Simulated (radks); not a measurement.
Values are calculated unless marked as measured or tabulated.
All-electron atom: Ne V in [He] 2s2 2p2 (the NIST ground configuration). Code: a radial shooting solver on a logarithmic mesh with Libxc functionals. Model: Dirac Kohn-Sham, PBEsol, spin-unpolarised, spherical densities, point nucleus; open shells fill j = l - 1/2 first.

Unscreened Slater integrals over Kohn-Sham orbitals (cm^-1). Large and small components are both included. Empty in this configuration: 2p3/2.

integral,value
"F0(2p1/2,2p1/2)",283760
"F0(2p1/2,2s1/2)",269300
"G1(2p1/2,2s1/2)",160880
"F0(2p1/2,1s1/2)",393720
"G1(2p1/2,1s1/2)",55470
"F0(2p1/2,2p3/2)",283520
"G2(2p1/2,2p3/2)",132650
"F0(2s1/2,2s1/2)",259720
"F0(2s1/2,1s1/2)",365160
"G0(2s1/2,1s1/2)",31002
"F0(2s1/2,2p3/2)",269110
"G1(2s1/2,2p3/2)",160900
"F0(1s1/2,1s1/2)",1309600
"F0(1s1/2,2p3/2)",392920
"G1(1s1/2,2p3/2)",55303
"F0(2p3/2,2p3/2)",283270
"F2(2p3/2,2p3/2)",132640
